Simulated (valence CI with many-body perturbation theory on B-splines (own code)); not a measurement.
**Ce⁵¹⁺: electric-dipole lines**

Method: valence CI with perturbative core correlation (CI+MBPT): five valence electrons over a frozen Dirac-Fock core [He], radial functions for each j: 9 s, 9 p, 8 d, 6 f, 3 g, 1 h, with the one-electron correlation potential Σ1, the two-electron term Σ2, the three-electron term Σ3, Breit, model QED; selected CI, second order for the rest (own B-spline code, finite nucleus).

The last digits are not significant, and no measured levels were compared; by estimate large intervals hold to a few tenths of a per cent, small ones and those within an open d or f shell to about a per cent. Among the levels kept, up to 1200 cm⁻¹ of a level comes from second order outside the variational space, and about a tenth of that is noise between levels of different J, which matters for small intervals.

Lines 1 to 50 of 251 in falling wavelength, among levels below 6342.0 eV, chosen from the strongest by gf and those to the six lowest levels. Wavelengths and rates use the calculated energies. Electric multipoles are in the length gauge, E1 and E2 with the static RPA response of the core. Weak lines are less certain than strong ones. Lines between different terms over intervals too small for the method are left out, as are lines whose strength nearly cancels. Where a level lies close to another of its J and parity, the split of strength between their lines is uncertain. The highest levels of a list are the least certain.

Levels are named by their leading jj configuration (3d3/2^4 stands for four electrons in 3d with j = 3/2), which in mixed levels can hold well under half, so a name can repeat and another be missing. Letters in brackets count levels of one name in rising energy.

| λ vac (Å) | Upper | Lower | A (s⁻¹) | S (a.u.) with core polarisation | S without |
| --- | --- | --- | --- | --- | --- |
| 182.4 | (2s 2p1/2^2 2p3/2 3p1/2) J=3/2 [b] | (2s 2p1/2^2 2p3/2 3s) J=3/2 [b] | 2.82e+09 | 3.38e-02 | 3.38e-02 |
| 182.4 | (2s^2 2p1/2 2p3/2 3p1/2) J=5/2 | (2s^2 2p1/2 2p3/2 3s) J=3/2 [b] | 2.56e+09 | 4.59e-02 | 4.59e-02 |
| 170.2 | (2s^2 2p1/2 2p3/2 3p1/2) J=5/2 | (2s^2 2p1/2 2p3/2 3s) J=5/2 | 3.12e+09 | 4.56e-02 | 4.56e-02 |
| 170.0 | (2s^2 2p1/2^2 3p1/2) J=1/2 | (2s^2 2p1/2^2 3s) J=1/2 | 6.59e+09 | 3.20e-02 | 3.20e-02 |
| 158.8 | (2s^2 2p1/2 2p3/2 3p1/2) J=3/2 [a] | (2s^2 2p1/2 2p3/2 3s) J=3/2 [a] | 3.80e+09 | 3.01e-02 | 3.01e-02 |
| 152.9 | (2s 2p1/2^2 2p3/2 3d3/2) J=7/2 | (2s 2p1/2^2 2p3/2 3p3/2) J=7/2 | 1.89e+09 | 2.67e-02 | 2.67e-02 |
| 137.5 | (2s 2p1/2^2 2p3/2 3p1/2) J=5/2 | (2s 2p1/2^2 2p3/2 3s) J=5/2 | 4.39e+09 | 3.38e-02 | 3.38e-02 |
| 123.6 | (2s^2 2p1/2 2p3/2 3p1/2) J=3/2 [b] | (2s^2 2p1/2 2p3/2 3s) J=5/2 | 1.14e+10 | 4.25e-02 | 4.26e-02 |
| 123.2 | (2s^2 2p1/2 2p3/2 3d5/2) J=7/2 [a] | (2s^2 2p1/2 2p3/2 3p3/2) J=5/2 [a] | 6.14e+09 | 4.54e-02 | 4.54e-02 |
| 117.1 | (2s^2 2p1/2 2p3/2 3d5/2) J=5/2 [b] | (2s^2 2p1/2 2p3/2 3p3/2) J=5/2 [b] | 4.34e+09 | 2.07e-02 | 2.07e-02 |
| 116.3 | (2s 2p1/2^2 2p3/2 3d5/2) J=5/2 | (2s 2p1/2^2 2p3/2 3p3/2) J=5/2 [a] | 6.62e+09 | 3.08e-02 | 3.08e-02 |
| 116.0 | (2s^2 2p1/2 2p3/2 3d5/2) J=3/2 [b] | (2s^2 2p1/2 2p3/2 3p3/2) J=1/2 [b] | 7.16e+09 | 2.20e-02 | 2.20e-02 |
| 114.3 | (2s 2p1/2^2 2p3/2 3d5/2) J=9/2 | (2s 2p1/2^2 2p3/2 3p3/2) J=7/2 | 2.03e+10 | 1.50e-01 | 1.50e-01 |
| 114.3 | (2s^2 2p1/2 2p3/2 3d5/2) J=5/2 [b] | (2s^2 2p1/2 2p3/2 3p3/2) J=3/2 [b] | 5.62e+09 | 2.48e-02 | 2.48e-02 |
| 110.2 | (2s^2 2p1/2 2p3/2 3d5/2) J=7/2 [b] | (2s^2 2p1/2 2p3/2 3p3/2) J=5/2 [b] | 1.58e+10 | 8.33e-02 | 8.33e-02 |
| 108.8 | (2s^2 2p1/2 2p3/2 3d5/2) J=9/2 | (2s^2 2p1/2 2p3/2 3p3/2) J=7/2 | 2.17e+10 | 1.38e-01 | 1.38e-01 |
| 108.2 | (2s 2p1/2^2 2p3/2 3d5/2) J=7/2 | (2s 2p1/2^2 2p3/2 3p3/2) J=5/2 [a] | 1.96e+10 | 9.78e-02 | 9.78e-02 |
| 107.3 | (2s^2 2p1/2^2 3d5/2) J=5/2 | (2s^2 2p1/2^2 3p3/2) J=3/2 | 2.28e+10 | 8.32e-02 | 8.32e-02 |
| 103.7 | (2s 2p1/2^2 2p3/2 3d5/2) J=3/2 | (2s 2p1/2^2 2p3/2 3p3/2) J=3/2 [a] | 9.71e+09 | 2.14e-02 | 2.14e-02 |
| 103.4 | (2s 2p1/2^2 2p3/2 3d5/2) J=5/2 | (2s 2p1/2^2 2p3/2 3p3/2) J=3/2 [a] | 1.61e+10 | 5.26e-02 | 5.26e-02 |
| 103.2 | (2s^2 2p1/2 2p3/2 3d5/2) J=5/2 [a] | (2s 2p1/2^2 2p3/2 3s) J=3/2 [a] | 5.64e+09 | 1.84e-02 | 1.84e-02 |
| 102.4 | (2s^2 2p1/2 2p3/2 3d5/2) J=5/2 [a] | (2s^2 2p1/2 2p3/2 3p3/2) J=3/2 [a] | 1.16e+10 | 3.71e-02 | 3.71e-02 |
| 98.94 | (2s^2 2p1/2 2p3/2 3d5/2) J=3/2 [a] | (2s^2 2p1/2 2p3/2 3p3/2) J=1/2 [a] | 1.42e+10 | 2.71e-02 | 2.71e-02 |
| 97.23 | (2s^2 2p1/2 2p3/2 3d5/2) J=7/2 [a] | (2s 2p1/2^2 2p3/2 3s) J=5/2 | 1.57e+10 | 5.69e-02 | 5.69e-02 |
| 92.33 | (2s^2 2p1/2 2p3/2 3d5/2) J=7/2 [b] | (2s^2 2p1/2 2p3/2 3p3/2) J=7/2 | 4.94e+09 | 1.53e-02 | 1.53e-02 |
| 85.77 | (2s^2 2p1/2 2p3/2 3d5/2) J=3/2 [b] | (2s^2 2p1/2 2p3/2 3p3/2) J=3/2 [a] | 1.76e+10 | 2.19e-02 | 2.19e-02 |
| 71.54 | (2s 2p1/2^2 2p3/2 3p3/2) J=7/2 | (2s^2 2p1/2 2p3/2 3p3/2) J=5/2 [b] | 8.27e+09 | 1.19e-02 | 1.20e-02 |
| 67.66 | (2s 2p1/2^2 2p3/2 3p3/2) J=3/2 [a] | (2s^2 2p1/2 2p3/2 3p3/2) J=3/2 [b] | 4.12e+10 | 2.52e-02 | 2.52e-02 |
| 67.20 | (2s 2p1/2^2 2p3/2 3d3/2) J=7/2 | (2s^2 2p1/2 2p3/2 3d3/2) J=5/2 [b] | 2.10e+10 | 2.51e-02 | 2.52e-02 |
| 65.51 | (2s^2 2p3/2^3) J=3/2 | (2s 2p1/2^2 2p3/2^2) J=1/2 | 1.12e+08 | 6.23e-05 | 6.24e-05 |
| 64.39 | (2s 2p1/2^2 2p3/2 3d5/2) J=3/2 | (2s 2p1/2^2 2p3/2 3p1/2) J=1/2 | 2.11e+10 | 1.11e-02 | 1.11e-02 |
| 63.95 | (2s 2p1/2^2 2p3/2 3p3/2) J=5/2 [a] | (2s^2 2p1/2 2p3/2 3p3/2) J=5/2 [b] | 1.58e+10 | 1.22e-02 | 1.22e-02 |
| 63.18 | (2s 2p1/2^2 2p3/2 3s) J=5/2 | (2s^2 2p1/2 2p3/2 3s) J=3/2 [a] | 3.18e+10 | 2.38e-02 | 2.37e-02 |
| 63.08 | (2s 2p1/2^2 2p3/2 3p3/2) J=5/2 [a] | (2s^2 2p1/2 2p3/2 3p3/2) J=3/2 [b] | 6.14e+10 | 4.56e-02 | 4.57e-02 |
| 62.71 | (2s^2 2p1/2 2p3/2 3p3/2) J=3/2 [a] | (2s^2 2p1/2 2p3/2 3s) J=3/2 [b] | 5.40e+10 | 2.63e-02 | 2.63e-02 |
| 62.18 | (2s 2p1/2^2 2p3/2 3p3/2) J=7/2 | (2s^2 2p1/2 2p3/2 3p3/2) J=5/2 [a] | 1.14e+11 | 1.08e-01 | 1.08e-01 |
| 61.90 | (2s^2 2p3/2^2 3s) J=5/2 | (2s 2p1/2^2 2p3/2 3s) J=3/2 [b] | 2.16e+10 | 1.52e-02 | 1.52e-02 |
| 61.88 | (2s 2p1/2^2 2p3/2 3p3/2) J=1/2 [a] | (2s^2 2p1/2 2p3/2 3p3/2) J=3/2 [b] | 4.63e+10 | 1.08e-02 | 1.08e-02 |
| 61.65 | (2s^2 2p1/2 2p3/2 3d3/2) J=5/2 [b] | (2s^2 2p1/2 2p3/2 3p1/2) J=3/2 [b] | 5.62e+10 | 3.90e-02 | 3.90e-02 |
| 61.07 | (2s^2 2p1/2 2p3/2 3d3/2) J=3/2 [b] | (2s^2 2p1/2 2p3/2 3p1/2) J=3/2 [b] | 5.59e+10 | 2.51e-02 | 2.51e-02 |
| 60.26 | (2s 2p1/2^2 2p3/2 3p3/2) J=5/2 [b] | (2s 2p1/2^2 2p3/2 3s) J=3/2 [b] | 1.32e+11 | 8.58e-02 | 8.58e-02 |
| 60.23 | (2s^2 2p1/2 2p3/2 3p3/2) J=1/2 [a] | (2s^2 2p1/2 2p3/2 3s) J=1/2 | 9.12e+10 | 1.97e-02 | 1.97e-02 |
| 59.92 | (2s 2p1/2^2 2p3/2 3d3/2) J=5/2 | (2s^2 2p1/2 2p3/2 3d3/2) J=3/2 [a] | 3.36e+10 | 2.14e-02 | 2.14e-02 |
| 59.63 | (2s 2p1/2^2 2p3/2 3p1/2) J=3/2 [a] | (2s^2 2p1/2 2p3/2 3p1/2) J=3/2 [a] | 2.93e+10 | 1.23e-02 | 1.23e-02 |
| 59.54 | (2s^2 2p1/2 2p3/2 3d3/2) J=1/2 [b] | (2s^2 2p1/2 2p3/2 3p1/2) J=3/2 [b] | 6.31e+10 | 1.31e-02 | 1.31e-02 |
| 59.45 | (2s 2p1/2^2 2p3/2 3p3/2) J=3/2 [a] | (2s 2p1/2^2 2p3/2 3s) J=3/2 [a] | 7.86e+10 | 3.26e-02 | 3.26e-02 |
| 59.11 | (2s^2 2p1/2 2p3/2 3p3/2) J=7/2 | (2s^2 2p1/2 2p3/2 3s) J=5/2 | 1.65e+11 | 1.34e-01 | 1.34e-01 |
| 58.84 | (2s 2p1/2^2 2p3/2 3d3/2) J=7/2 | (2s^2 2p1/2 2p3/2 3d3/2) J=5/2 [a] | 3.23e+10 | 2.60e-02 | 2.60e-02 |
| 58.55 | (2s 2p1/2^2 2p3/2 3d3/2) J=5/2 | (2s 2p1/2^2 2p3/2 3p1/2) J=5/2 | 6.29e+10 | 3.74e-02 | 3.74e-02 |
| 58.42 | (2s 2p1/2^2 2p3/2 3d3/2) J=5/2 | (2s 2p1/2^2 2p3/2 3p1/2) J=3/2 [a] | 2.11e+10 | 1.25e-02 | 1.24e-02 |
